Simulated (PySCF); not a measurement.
# Ionisation energy of W⁶⁹⁺ by level of theory

W⁶⁹⁺ [He] 2s2 2p1 (2P) → W⁷⁰⁺ [He] 2s2 (1S), as a difference of total energies. Calculation: PySCF 2.14, in an even-tempered Gaussian basis (16 s from 47 bohr⁻², ratio 2.5; 11 p from 61 bohr⁻², ratio 2.5; 5 d from 230 bohr⁻², ratio 2.7; 4 f from 340 bohr⁻², ratio 2.7); scalar relativity by spin-free X2C-1e. Correlated levels: nothing frozen; virtual orbitals above 40 to 60 times the deepest correlated orbital energy dropped. The calculations carry no spin-orbit coupling.

```
                 method  ionisation energy (eV)  plus first-order spin-orbit estimate  difference from reference of that sum (eV)
                    UHF                 17824.3                               18729.8                                      -142.2
                    LDA                 17813.4                               18718.8                                      -153.2
                    PBE                 17826.2                               18731.6                                      -140.4
                   PBE0                 17825.9                               18731.4                                      -140.6
                 r2SCAN                 17829.8                               18735.3                                      -136.7
                   MN15                 17818.8                               18724.3                                      -147.7
                r2SCAN0                 17828.7                               18734.1                                      -137.9
    MP2 (all electrons)                 17824.1                               18729.6                                      -142.4
SCS-MP2 (all electrons)                 17823.9                               18729.3                                      -142.7
```

Reference: 18872 ± 3 eV (semi-empirical (NIST evaluation); NIST Atomic Spectra Database, ionization energies).

A first-order spin-orbit estimate (lowest level to lowest level, LS coupling) adds 905.4 eV.

For this ion Breit and QED terms and the two-electron picture change, all absent here, outweigh the differences among the correlated methods.

First order in ζ underestimates the shift of j = l − 1/2 levels at high Z.
